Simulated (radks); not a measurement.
Isoelectronic series with 17 electrons, each ion in its NIST ground configuration. Calculated with a radial shooting solver on a logarithmic mesh with Libxc functionals: scalar-relativistic Kohn-Sham, PBEsol, spin-polarised, spherical densities, point nucleus; open shells are filled with parallel spins first. Total energies (hartree) and mean radii <r> (bohr):

ion    configuration  E (hartree)  3p down   3p up
Cl      [Ne] 3s2 3p5   -460.74872    1.858   1.831
Ar+     [Ne] 3s2 3p5   -527.90497    1.560   1.546
K2+     [Ne] 3s2 3p5   -599.96936    1.358   1.350
Ca3+    [Ne] 3s2 3p5   -676.93888    1.209   1.203
Sc4+    [Ne] 3s2 3p5   -758.81663    1.091   1.087
Ti5+    [Ne] 3s2 3p5   -845.60927   0.9966  0.9932
V6+     [Ne] 3s2 3p5   -937.32586   0.9178  0.9151
Cr7+    [Ne] 3s2 3p5  -1033.97729   0.8512  0.8490
Mn8+    [Ne] 3s2 3p5  -1135.57590   0.7939  0.7921
Fe9+    [Ne] 3s2 3p5  -1242.13527   0.7442  0.7426
Co10+   [Ne] 3s2 3p5  -1353.67014   0.7004  0.6991
Ni11+   [Ne] 3s2 3p5  -1470.19627   0.6617  0.6605
Cu12+   [Ne] 3s2 3p5  -1591.73040   0.6271  0.6261
Zn13+   [Ne] 3s2 3p5  -1718.29025   0.5960  0.5951
Ga14+   [Ne] 3s2 3p5  -1849.89445   0.5678  0.5670
Ge15+   [Ne] 3s2 3p5  -1986.56257   0.5423  0.5415
As16+   [Ne] 3s2 3p5  -2128.31509   0.5189  0.5183
